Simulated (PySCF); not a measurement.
Chain-length series, n-germane silyl/silyl (end groups after the name). Isolated molecules, 0 K electronic values unless said otherwise. One relaxed conformer stands for each flexible species; it need not be the lowest. Strings in code marks are SMILES.

All values below come from r2SCAN-D4/def2-TZVP // r2SCAN-D4/def2-SVP run with PySCF 2.14.0. All candidates: neutral, multiplicity 1. Delta-SCF ions had no search for a lower state. Excitations are Tamm–Dancoff values on a coarser integration grid. The basis has no diffuse functions, so Rydberg states are missing or too high.

```yaml
vertical ionisation energy (Delta-SCF): 8.42 eV
T1 excitation (TDA): 4.63 eV
LUMO: -1.43 eV
```

Problem. Which member has these values?
A) `[SiH3][GeH2][GeH2][GeH2][GeH2][GeH2][GeH2][GeH2][SiH3]`
B) `[SiH3][GeH2][GeH2][SiH3]` (Si–Ge–Ge–Si torsion 178°)
C) `[SiH3][GeH2][GeH2][GeH2][SiH3]` (Si–Ge–Ge–Ge torsion 175°, Ge–Ge–Ge–Si torsion 178°)
D) `[SiH3][GeH2][GeH2][GeH2][GeH2][SiH3]`

Solution. D, `[SiH3][GeH2][GeH2][GeH2][GeH2][SiH3]`. The others give `[SiH3][GeH2][GeH2][GeH2][GeH2][GeH2][GeH2][GeH2][SiH3]`: 7.84 eV, 4.17 eV, -1.76 eV; `[SiH3][GeH2][GeH2][GeH2][SiH3]` (Si–Ge–Ge–Ge torsion 175°, Ge–Ge–Ge–Si torsion 178°): 8.72 eV, 4.88 eV, -1.25 eV; `[SiH3][GeH2][GeH2][SiH3]` (Si–Ge–Ge–Si torsion 178°): 9.13 eV, 5.25 eV, -0.99 eV
